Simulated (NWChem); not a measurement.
AlH2O2 cation; SMILES [OH][Al+][OH]

```xyz
5

Al    -0.0065     0.1151     0.0138
O      1.1661     0.3100    -1.0547
H      1.8675     0.4267    -1.6942
O     -1.1790    -0.0790     1.0826
H     -1.8806    -0.1959     1.7220
```
Atoms are numbered in this order, from 1.

Computed with NWChem. Pople sets run with spherical d functions. Coordinates come from a PBE0/def2-SVP optimisation. Vertical excitations in the gas phase; the lowest state need not have the same character in each row.

| level | lowest excitation, singlet (eV) | oscillator strength of that lowest state | lowest state with f > 0.02, singlet (eV) | oscillator strength of that bright state | orbital gap (eV) |
|---|---|---|---|---|---|
| PBE/6-31+G*, TDA | 5.01 | 0.000 | 5.48 | 0.069 | 4.89 |
| B3LYP/6-31+G*, TDA | 5.54 | 0.000 | 6.09 | 0.078 | 6.93 |
| CAM-B3LYP/6-31+G*, TDA | 5.90 | 0.000 | 6.52 | 0.087 | 10.05 |
| LRC-wPBEh/6-31+G*, TDA | 5.94 | 0.000 | 6.46 | 0.088 | 11.25 |
